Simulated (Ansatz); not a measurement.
Geometry optimisation, RKS PBE0/def2-SVP (Ansatz 0.2.0).

The input (input.yaml):

```yaml
crystal:
  periodic: [false, false, false]
  atoms:
    - { symbol: C, position_ang: [-0.6978, 0.6443, 1.844] }
    - { symbol: O, position_ang: [0.3445, 0.2498, 1.0688] }
    - { symbol: Ge, position_ang: [-0.308, -0.2476, -0.5573] }
    - { symbol: F, position_ang: [-1.1657, -1.697, -0.382] }
    - { symbol: Al, position_ang: [1.6122, -0.7028, -2.0435] }
    - { symbol: H, position_ang: [-1.2328, 1.591, 1.3654] }
    - { symbol: H, position_ang: [-0.3518, 1.0002, 2.8361] }
    - { symbol: H, position_ang: [-1.4445, -0.1135, 1.9787] }
    - { symbol: H, position_ang: [-1.1369, 0.8991, -1.1142] }
    - { symbol: H, position_ang: [1.782, 0.143, -3.3516] }
    - { symbol: H, position_ang: [2.664, -1.8236, -1.6238] }
basis:
  gaussian: { orbitals: def2-SVP }
hamiltonian:
  xc: pbe0
relax:
  f_tol: 0.015
  max_steps: 40
```

Launched with:

```bash
$ ansatz run input.yaml --threads 2 --pin off --max-ram 3072MiB --backend cpu --events-out ev --progress --plain --runs-dir out
```

Problem. Where does it end, and by what steps?

Solution. The forces met the threshold. The force dipped under the threshold on the way, but the program's further checks kept it going. After 19 steps the energy has fallen by 0.497 eV; H10 moved furthest, 0.49 Å.

```tsv
step	energy less start (eV)	largest force component (eV/Å)	accepted
0	0.0000	3.464	yes
1	-0.3777	1.135	yes
2	-0.4437	0.616	yes
3	-0.4834	0.110	yes
4	-0.4887	0.062	yes
5	-0.4932	0.056	yes
6	-0.4947	0.065	yes
7	-0.4954	0.059	yes
8	-0.4958	0.044	yes
9	-0.4961	0.027	yes
10	-0.4963	0.040	yes
11	-0.4964	0.063	yes
12	-0.4966	0.042	yes
13	-0.4968	0.014	yes
14	-0.4968	0.036	yes
15	-0.4969	0.043	yes
16	-0.4970	0.017	yes
17	-0.4971	0.009	yes
18	-0.4971	0.004	yes
19	-0.4972	0.008	yes
```

```xyz
11
Properties=species:S:1:pos:R:3
C -0.658 0.699 1.867
O 0.206 0.297 0.837
Ge -0.406 -0.205 -0.758
F -1.310 -1.692 -0.505
Al 1.695 -0.700 -2.000
H -1.413 1.433 1.523
H -0.062 1.176 2.661
H -1.196 -0.158 2.310
H -1.502 0.806 -1.179
H 2.199 0.286 -3.139
H 2.512 -1.998 -1.596
```

Whether the end is a true minimum wasn't checked by a vibrational analysis.

Run time: 70 s on 2 threads of AMD EPYC 7B13 (Zen 3), on a shared host, peak memory 0.33 GiB.
